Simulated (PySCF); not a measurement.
# Ionisation energy of Os²⁺ by level of theory

Os²⁺ [Xe] 4f14 5d6 [5d3/2^4 5d5/2^2, M_J = 4] → Os³⁺ [Xe] 4f14 5d5 [5d3/2^4 5d5/2^1, M_J = 5/2], as a difference of total energies. Computed with PySCF 2.14 in x2c-TZVPall-2c (11s11p10d2f, 108 functions), with the two-component X2C-1e Hamiltonian. "Screened" scales the spin-orbit matrix elements by Boettger's factors to mimic the two-electron term; Breit and QED terms are absent.

```csv
method,ionisation energy (eV)
GHF (spin-free),24.912
GHF (screened spin-orbit),25.250
```

The spin-free rows relax to the high-spin LS determinant and lack the spin-orbit shift.

Errors of the correlated levels include the incompleteness of this basis and the frozen core.

The labels give the starting determinants; with spin-orbit coupling the two ends relaxed to ⟨J²⟩ = 20.06, ⟨L²⟩ = 6.68, ⟨S²⟩ = 5.82 and ⟨J²⟩ = 8.76, ⟨L²⟩ = 0.30, ⟨S²⟩ = 8.52.

For comparison: 25 ± 1.6 eV (theoretical estimate listed by NIST; NIST Atomic Spectra Database, ionization energies).
